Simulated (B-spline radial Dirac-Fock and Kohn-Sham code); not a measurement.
How the levels of thallium move as electrons are removed

These are calculated numbers from an atomic code on a B-spline grid; the model is ΔSCF Dirac-Fock with Breit, self-energy and vacuum polarisation, finite nucleus, configuration average. Each ion is free and in its tabulated ground configuration. No correlation.

Reference: Tl⁷⁺, [Xe] 4f14 5d6, with 2s 15470.7 eV, 3s 3829.2 eV, 3d5/2 2506.7 eV, 4d5/2 504.6 eV, 5s 250.9 eV, Kα1 (K-L3) 72868.6 eV, Kβ1 (K-M3) 82564.6 eV, Lα1 (L3-M5) 10267.7 eV. Shifts from it, in eV (a dash: the subshell is empty, belongs to an open shell averaged over j, or its hole state is left out as unreliable):

| ion | configuration | 2s | 3s | 3d5/2 | 4d5/2 | 5s | Kα1 | Kβ1 | Lα1 |
| --- | --- | --- | --- | --- | --- | --- | --- | --- | --- |
| Tl⁸⁺ | [Xe] 4f14 5d5 | +22.6 | +22.3 | +22.3 | +21.7 | +20.0 | -0.07 | +0.31 | +0.35 |
| Tl⁹⁺ | [Xe] 4f14 5d4 | +46.2 | +45.4 | +45.5 | +44.2 | +40.7 | -0.13 | +0.70 | +0.76 |
| Tl¹⁰⁺ | [Xe] 4f14 5d3 | +70.7 | +69.5 | +69.5 | +67.5 | +61.9 | -0.18 | +1.16 | +1.23 |
| Tl¹¹⁺ | [Xe] 4f14 5d2 | ? | ? | ? | ? | ? | ? | ? | ? |
| Tl¹²⁺ | [Xe] 4f14 5d1 | +122.5 | +120.0 | +120.1 | +116.2 | +105.9 | -0.26 | +2.32 | +2.36 |

Task: Give the missing shifts for Tl¹¹⁺.

Result: 2s +96.2, 3s +94.3, 3d5/2 +94.4, 4d5/2 +91.5, 5s +83.7, Kα1 -0.23, Kβ1 +1.70, Lα1 +1.76 (eV).

Over this range L1 (2s) moves by +122.5 eV and Kα1 by -0.3 eV: a line is a difference of two levels that shift in the same direction.
